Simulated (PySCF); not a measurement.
Computed IR spectrum (relative IR intensity) of a molecule CH3F3Si. Geometry optimised at ωB97X-D3(BJ)/def2-SVP. Other conformers were not sampled. Calculation: PySCF with ωB97X-D3(BJ)/def2-SVP. Frequencies are harmonic and unscaled.

ν (cm⁻¹): 317 (w), 373 (m), 790 (vw), 907 (m), 997 (vs), 1307 (w), 1435 (vw) (against the strongest line: vs over 80 %, s over 45 %, m over 15 %, w over 4 %, vw less)

Question: Pick the molecule that these values belong to.
A. C[Si](F)(F)F
B. FC(F)(F)[SiH3]
C. F[SiH2]C(F)F
D. FC[SiH](F)F

Answer: A, C[Si](F)(F)F
